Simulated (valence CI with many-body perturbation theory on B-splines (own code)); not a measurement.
## Sensitivity of CI+MBPT for Pm XL

Computed by configuration interaction combined with many-body perturbation theory (CI+MBPT): four valence electrons over a frozen Dirac-Fock core [Ar], a basis of 6 s, 6 p, 5 d, 5 f, 1 g functions for each j, with the one-electron correlation potential Σ1, the two-electron term Σ2, the three-electron term Σ3, Breit, model QED; selected CI, second order for the rest, scaled by the run's own slope (own B-spline code, finite nucleus).

The last digits are not significant, and no measured levels were compared; by estimate large intervals hold to a few tenths of a per cent, small ones and those within an open d or f shell to about a per cent. Only levels of the ground parity were solved; by the run's estimate the other parity begins above the list, which can be wrong where configurations are misplaced.

The reference run has the lowest level (3d3/2^4) J=0 and an ionisation energy of 2892.31 eV. Its largest variational space holds 8174 state functions.

Levels are named by their leading jj configuration (3d3/2^4 stands for four electrons in 3d with j = 3/2), which in mixed levels can hold well under half, so a name can repeat and another be missing. Letters in brackets count levels of one name in rising energy.

Changed runs:
A. correlating orbitals by l 3 3 3 3 1 → 4 4 3 0 0
B. hole-hole ladder in Σ2 on → off
C. QED terms on → off; highest l with Σ1, explicit Σ2 and valence Breit (higher l get mean screening factors) 3 → 0
D. correlating orbitals by l 3 3 3 3 1 → 2 2 1 1 0; natural orbitals for correlation on → off (bad on purpose)

Excitation energies of the reference run in cm⁻¹, and shifts in cm⁻¹:

```csv
Level,Reference,A,B,C,D
(3d3/2^3 3d5/2) J=1,175744,-820,-4139,-4814,-1114
(3d3/2^3 3d5/2) J=2,252011,-446,-4198,-1800,-698
(3d3/2^3 3d5/2) J=4,254082,-68,-5391,+1737,-165
(3d3/2^3 3d5/2) J=3,278692,-113,-4228,-286,-270
(3d3/2^2 3d5/2^2) J=0,409615,-646,-2986,-8055,-940
(3d3/2^2 3d5/2^2) J=4 [a],426733,-800,-8249,-4031,-1152
(3d3/2^2 3d5/2^2) J=2 [a],430048,+57,-3427,-4461,-108
(3d3/2^2 3d5/2^2) J=3 [a],441651,-447,-6719,-4488,-740
(3d3/2^2 3d5/2^2) J=5,468649,-365,-10131,-845,-613
(3d3/2^2 3d5/2^2) J=6,487657,-244,-11940,+2212,-455
(3d3/2^2 3d5/2^2) J=1,487929,+170,-2507,-3345,-11
(3d3/2^2 3d5/2^2) J=4 [b],517424,+205,-6389,+1177,+78
Ionisation energy (eV),2892.31,-0.33,-1.02,-1.23,-0.38
```
